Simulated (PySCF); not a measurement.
Shapes and spin states of [NiF3]-

Level of theory: B3LYP in PySCF with Ni def2-SVPD, F def2-SVPD; no relativity; density-fitted integrals.

Relaxations began from a few typed shapes and spin states; open shells are unrestricted. The search is not exhaustive: other isomers or separated fragments can lie lower, and high-lying points may rest on an excited occupation.

(1) Order these stationary points by electronic energy, lowest first, in kJ/mol from the lowest minimum.
A. singlet (closed shell, unstable to spin polarisation) C2v: Ni–F 1.777 Å, Ni–F 1.803 Å (×2); F–Ni–F 103.1° (×2), F–Ni–F 153.7°
B. triplet C2v: Ni–F 1.847 Å (×2), Ni–F 1.869 Å; F–Ni–F 109.6° (×2), F–Ni–F 140.9°
C. triplet C3v: Ni–F 1.841 Å (×3); F–Ni–F 118.5° (×3)

(2) Which of them are minima?

Answers

(1) C (0.0), B (20.4), A (102.9).

(2) By energy in kJ/mol, 0.0: minimum; 20.4: minimum; 102.9: minimum of the closed-shell surface only.

Formally Ni is in oxidation state +2, d8, with 2 unpaired electrons (the high-spin count). The Mulliken spin on Ni is 1.75. The polar-tensor charge on Ni, 1.37, is below the formal one.

For the lowest minimum: with open d or f shells other occupations or spin states may lie lower. The lowest empty level of this anion is unbound, so it and the gap depend on the basis.
